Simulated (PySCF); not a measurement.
Geometries of 3 isomers of C6H7NOS, from PySCF, PBE0-D3(BJ)/def2-SVP geometry optimisation, gas phase. One conformer each, no zero-point energy, no frequencies.

Question: Which isomer lies lowest at this level?
A.
```xyz
16
angstrom
C      2.621    0.270    0.358
S      1.583   -0.167   -1.069
O      1.793   -1.635   -1.294
C      0.000   -0.008   -0.203
C     -0.572    1.227    0.092
C     -1.822    1.220    0.711
N     -2.487    0.108    1.016
C     -1.927   -1.059    0.709
C     -0.682   -1.180    0.090
H      2.419   -0.459    1.155
H      2.412    1.297    0.688
H      3.661    0.181    0.015
H     -0.075    2.169   -0.152
H     -2.309    2.168    0.968
H     -2.500   -1.958    0.967
H     -0.233   -2.141   -0.174
```
B.
```xyz
16
angstrom
C     -2.520   -0.585   -0.266
S     -1.633   -0.009    1.213
O     -1.971    1.447    1.355
C      0.021   -0.066    0.485
C      0.634    1.148    0.200
C      1.927    1.114   -0.313
C      2.537   -0.126   -0.501
N      1.952   -1.287   -0.210
C      0.719   -1.257    0.283
H     -2.308    0.121   -1.080
H     -2.205   -1.606   -0.527
H     -3.588   -0.567   -0.012
H      0.080    2.072    0.394
H      2.460    2.035   -0.560
H      3.555   -0.184   -0.902
H      0.263   -2.224    0.530
```
C.
```xyz
16
angstrom
C      2.598    0.580    0.541
S      1.722    0.390   -1.036
O      2.098   -0.954   -1.596
C      0.076    0.178   -0.293
C     -0.593   -1.008   -0.573
C     -1.876   -1.144   -0.046
C     -2.406   -0.102    0.713
C     -1.630    1.040    0.918
N     -0.405    1.184    0.418
H      2.502   -0.365    1.092
H      3.651    0.778    0.298
H      2.153    1.421    1.089
H     -0.092   -1.771   -1.174
H     -2.455   -2.053   -0.226
H     -3.407   -0.169    1.143
H     -2.017    1.875    1.513
```

Answer: C. That is `C[S@@](=O)c1ccccn1`, 3.3 kcal/mol below the next.

| SMILES | atoms numbered as above | E (Eh) | relative (kcal/mol) | relative (kJ/mol) | dipole (D) |
| --- | --- | --- | --- | --- | --- |
| C[S@@](=O)c1ccccn1 | [CH3:1][S@@:2](=[O:3])[c:4]1[cH:5][cH:6][cH:7][cH:8][n:9]1 | -760.03129 | 0.0 | 0.0 | 3.64 |
| C[S@](=O)c1cccnc1 | [CH3:1][S@:2](=[O:3])[c:4]1[cH:5][cH:6][cH:7][n:8][cH:9]1 | -760.02610 | 3.3 | 13.6 | 2.03 |
| C[S@@](=O)c1ccncc1 | [CH3:1][S@@:2](=[O:3])[c:4]1[cH:5][cH:6][n:7][cH:8][cH:9]1 | -760.02592 | 3.4 | 14.1 | 3.33 |
